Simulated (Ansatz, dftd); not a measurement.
Reaction: CH6OSi (SMILES [SiH3]OC) → CH5OSi (SMILES [CH2]O[SiH3], doublet) + H (doublet) (the C-H bond breaks)
Each species at its own B3LYP-D3(BJ)/def2-TZVP minimum (Ansatz, a quantum-chemistry and plane-wave program).

Wanted: bond dissociation energy (electronic), in kJ/mol. UHF or UKS for unpaired electrons; spin-orbit terms are left out. Cores are frozen in correlated methods. Rows without X2C or -DK are non-relativistic. CBS(X,Y): correlation extrapolated as X^-3, Hartree-Fock from the larger set. A bracket is a step between two methods taken in the basis named. The functionals are non-relativistic, so their misses hold any scalar relativity. Double hybrids freeze cores in their MP2 part. '+ core + X2C': CCSD(T) terms for core correlation (cc-pwCVTZ, 1s frozen past Ne) and scalar relativity (cc-pVTZ-DK). Where a partner has so few electrons that a lower coupled-cluster level is exact, that level stands in.

Compared with CCSD(T)/CBS(cc-pV(T+d)Z,cc-pV(Q+d)Z) + [CCSDT(Q) - CCSD(T)]/cc-pV(D+d)Z + core + X2C (Ansatz): 438.0 kJ/mol.

Costs are rough ratios of core time, to one figure, on one kind of shared machine, summed over the single points of the molecules; atoms, geometries and frequencies are left out. The first row took roughly 20 core seconds; short runs hold start-up time.

```json
[
 {"level": "CAM-B3LYP-D4/def2-TZVPD", "program": "Ansatz + dftd4", "cost relative to the first row": "1", "difference (kJ/mol)": "-11.4"},
 {"level": "r2SCANh-D4/def2-TZVPD", "program": "Ansatz + dftd4", "cost relative to the first row": "1", "difference (kJ/mol)": "-24.3"},
 {"level": "B2GP-PLYP-D3(BJ)/def2-TZVPD", "program": "Ansatz + dftd3", "cost relative to the first row": "1", "difference (kJ/mol)": "-12.3"},
 {"level": "B2GP-PLYP-D4/def2-TZVPD", "program": "Ansatz + dftd4", "cost relative to the first row": "1", "difference (kJ/mol)": "-12.3"},
 {"level": "B2PLYP-D3(BJ)/def2-TZVPD", "program": "Ansatz + dftd3", "cost relative to the first row": "1", "difference (kJ/mol)": "-12.7"},
 {"level": "CCSD(T)/cc-pV(T+d)Z", "program": "Ansatz", "cost relative to the first row": "10", "difference (kJ/mol)": "-5.4"},
 {"level": "CCSDT(Q)/cc-pV(D+d)Z", "program": "Ansatz", "cost relative to the first row": "200", "difference (kJ/mol)": "-19.0"}
]
```

The dearest row costs roughly 200 times the first. Costs within a factor of two don't rank. The table holds for this case alone.
